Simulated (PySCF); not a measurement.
CH10O2Si3, SMILES OC[Si@H](O)[SiH2][SiH3].

Geometry: PBE-D3(BJ)/def2-SVP. The structure was generated by enumeration; whether it is a known compound was not checked. The values are those of a single conformer.

Method: PBE-D3(BJ)/def2-SVP run with PySCF.

Frequencies are harmonic and unscaled.

Computed normal modes with their intensities:
| mode | ν (cm⁻¹) | IR (km/mol) | moving atoms (share of kinetic energy) |
|---|---|---|---|
| 1 | 10 | 1.2 | Si 39 %, O 37 %, H 22 % |
| 2 | 73 | 3.2 | O 61 %, H 20 %, Si 15 % |
| 3 | 96 | 0.7 | Si 49 %, O 25 %, H 18 % |
| 4 | 120 | 3.0 | O 37 %, H 31 %, Si 21 %, C 12 % |
| 5 | 168 | 28.6 | H 39 %, O 37 %, Si 16 %, C 8 % |
| 6 | 188 | 60.7 | H 73 %, O 19 % |
| 7 | 196 | 10.0 | H 63 %, O 22 %, Si 13 % |
| 8 | 200 | 0.5 | H 62 %, Si 21 %, O 15 % |
| 9 | 285 | 105.6 | H 79 %, C 9 % |
| 10 | 335 | 12.7 | H 80 %, Si 16 % |
| 11 | 371 | 28.0 | Si 39 %, O 24 %, H 23 %, C 14 % |
| 12 | 381 | 4.0 | Si 82 %, H 17 % |
| 13 | 448 | 8.9 | Si 72 %, H 26 % |
| 14 | 497 | 0.3 | H 79 %, Si 18 % |
| 15 | 506 | 5.0 | H 75 %, Si 21 % |
| 16 | 590 | 0.4 | H 42 %, C 35 %, Si 16 % |
| 17 | 652 | 5.7 | H 91 % |
| 18 | 672 | 89.7 | H 80 % |
| 19 | 676 | 211.2 | H 86 %, Si 14 % |
| 20 | 747 | 55.0 | H 75 %, C 17 % |
| 21 | 798 | 16.9 | H 64 %, O 27 % |
| 22 | 811 | 212.2 | H 45 %, O 26 %, Si 24 % |
| 23 | 835 | 194.1 | H 90 %, Si 9 % |
| 24 | 875 | 27.4 | H 95 % |
| 25 | 901 | 91.2 | H 93 % |
| 26 | 913 | 15.6 | H 61 %, Si 25 %, O 12 % |
| 27 | 918 | 43.5 | H 95 % |
| 28 | 1045 | 57.5 | C 50 %, O 44 % |
| 29 | 1129 | 16.8 | H 97 % |
| 30 | 1180 | 3.5 | H 90 % |
| 31 | 1301 | 5.5 | H 69 %, C 25 % |
| 32 | 1416 | 5.0 | H 91 % |
| 33 | 2104 | 143.3 | H 97 % |
| 34 | 2128 | 93.7 | H 97 % |
| 35 | 2134 | 96.2 | H 97 % |
| 36 | 2149 | 63.7 | H 96 % |
| 37 | 2166 | 81.5 | H 97 % |
| 38 | 2183 | 82.2 | H 96 % |
| 39 | 2878 | 48.1 | H 95 % |
| 40 | 2920 | 37.6 | H 90 %, C 10 % |
| 41 | 3699 | 31.0 | H 94 % |
| 42 | 3751 | 64.3 | H 94 % |
